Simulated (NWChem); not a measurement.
C₂H₆GeO; SMILES C[C](=O)[GeH3]

```xyz
10

C     -1.1095     1.8308     0.1803
C      0.0605     0.9930    -0.2577
O      1.0611     1.4646    -0.7358
Ge    -0.0120    -1.0113    -0.0516
H     -1.3121     1.6610     1.2506
H     -2.0169     1.5203    -0.3635
H     -0.9043     2.8953    -0.0022
H      0.1641    -1.6291    -1.4472
H      1.1654    -1.4299     0.8420
H     -1.3353    -1.5016     0.5700
```
Atoms are numbered in this order, from 1.

Level: PBE0/def2-SVP (NWChem), optimised geometry, unscaled harmonic frequencies. 

```csv
frequency (cm⁻¹),IR intensity (km/mol)
37,0.2
138,0.5
210,3.2
319,7.1
365,7.9
522,37.9
579,20.3
608,12.5
811,180.5
877,27.6
883,31.7
950,4.2
982,0.0
1147,70.9
1353,41.9
1420,14.7
1434,19.7
1838,186.1
2145,97.0
2173,79.4
2177,104.2
3048,0.7
3142,1.0
3181,5.8
```

- zero-point energy = 43.4 kcal/mol
- thermal correction to the enthalpy at 298.15 K (with zero-point energy) = 48.0 kcal/mol
- heat capacity Cv = 21.3 cal/(mol K)
- entropy at 298.15 K and 1 atm (symmetry number 1) = 81.4 cal/(mol K)
- dipole moment = 2.36 D

Rigid rotor and harmonic oscillator; modes under 100 cm⁻¹ make the entropy uncertain.
